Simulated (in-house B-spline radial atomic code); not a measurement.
Configurations of Tm III (Tm2+), with energies counted from [Xe] 4f13. Computed with a radial B-spline atomic code at the basis-set limit: scalar-relativistic (X2C) wB97X, spin-polarised, spherical fractional occupations, exact exchange averaged over the configuration, Fermi nucleus of rms radius 5.2256 fm. Shells without spins written out take the highest spin.

Occupations are held fixed; configurations that lie above the ionisation limit could autoionise.

| configuration | E - E(ref) (eV) | highest orbital | its <r> (bohr) |
| --- | --- | --- | --- |
| [Kr] 4d10 4f13 5s2 5p5 5d1 | 27.76 | 5d up | 2.255 |
| [Kr] 4d10 4f13 5s2 5p5 6p1 | 32.566 | 6p up | 3.904 |
| [Kr] 4d9 4f13 5s2 5p6 6s1 | 175.61 | 6s up | 3.133 |
| [Kr] 4d9 4f13 5s2 5p6 5d1 | 175.96 | 5d up | 2.237 |

Q: Order these further configurations by energy, lowest first.
A. [Kr] 4d10 4f14 5s2 5p5
B. [Kr] 4d10 4f13 5s2 5p5 6s1
C. [Xe] 4f12 6f1
D. [Xe] 4f12 5f1
E. [Xe] 4f12 6s1

A: E (4.5677 eV), D (16.915 eV), C (19.669 eV), A (25.708 eV), B (27.488 eV).
